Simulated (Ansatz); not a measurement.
The input (input.yaml):

```yaml
crystal:
  periodic: [false, false, false]
  atoms:
    - { symbol: Zr, position_ang: [0.330201, -0.343272, -0.698418] }
    - { symbol: F, position_ang: [0.839012, 0.639771, 2.271394] }
    - { symbol: F, position_ang: [1.794801, 0.884118, -0.810074] }
    - { symbol: O, position_ang: [-1.387751, 0.241946, -0.089123] }
    - { symbol: H, position_ang: [-2.085668, 0.824478, 0.245476] }
    - { symbol: F, position_ang: [0.128392, -1.255295, -2.363388] }
    - { symbol: Si, position_ang: [1.058972, -2.346587, 0.868603] }
    - { symbol: H, position_ang: [-0.022157, -3.346637, 1.209131] }
    - { symbol: H, position_ang: [2.241059, -3.145951, 0.36758] }
    - { symbol: H, position_ang: [1.532185, -1.865983, 2.246572] }
    - { symbol: H, position_ang: [1.150154, -0.223589, 2.464247] }
basis:
  gaussian: { orbitals: def2-SVP }
hamiltonian:
  xc: pbe
relax:
  f_tol: 0.03
  max_steps: 50
```

Command:

```bash
$ ansatz run input.yaml --threads 4 --pin off --max-ram 5120MiB --backend cpu --events-out ev --progress --plain --runs-dir out
```

Hardware: 4 threads of Intel(R) Xeon(R) CPU @ 2.60GHz (Ice Lake), on a shared host.

Problem. Roughly how long does this run take, and how much memory?

Solution. 20 s, with a peak of 0.21 GiB, for 12 ionic steps.
